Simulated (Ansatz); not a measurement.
H6NOPSi can be A, `N[SiH2]OP`, or B, `OPN[SiH3]`.

Isolated molecules relaxed with PBE0-D4/def2-TZVP in Ansatz; ΔE leaves out vibrations. CBS: MP2 limit from def2 TZ/QZ plus the TZ coupled-cluster correction, frozen cores. Functionals use def2-TZVPP. One conformer a species, not always the lowest.

(1) Which isomer does CCSD(T)/CBS put lower? Give the gap. (Best estimate.)

(2) Give E(B) − E(A) in kcal/mol with CCSD/def2-TZVPP, MP2/def2-TZVPP, LDA (SPW92), PBE0-D4, ωB97M-V, HF/def2-TZVPP, CCSD(T)/def2-TZVPP. (Best estimate.)

(3) Does the order hold for the free energy at 298.15 K (harmonic terms from PBE0-D4)? (Estimate.)

Largest T1 diagnostic: 0.013.

## Answers

(1) Ansatz gave: A, by 21.2 kcal/mol.

(2) Computed: CCSD/def2-TZVPP 21.9, MP2/def2-TZVPP 21.3, LDA (SPW92) 18.5, PBE0-D4 19.7, ωB97M-V 20.7, HF/def2-TZVPP 23.9, CCSD(T)/def2-TZVPP 21.3. None reverses the order clearly.

(3) The calculation gave: Yes: G(B) − G(A) = +21.4 kcal/mol, for one conformer each. Modes under 60 cm⁻¹, often nearly free rotors, make the harmonic entropy too high.

Leaving LDA and LC-ωPBE aside and taking each functional with its dispersion term where it has one, the values, not all of them listed here, spread over 4.4 kcal/mol, from revPBE-D4 to BHLYP-D4. In def2-TZVPP, CCSD(T) changes the Hartree–Fock value by −2.6 kcal/mol (the triples alone add −0.6 kcal/mol) and MP2 by −2.7 kcal/mol.
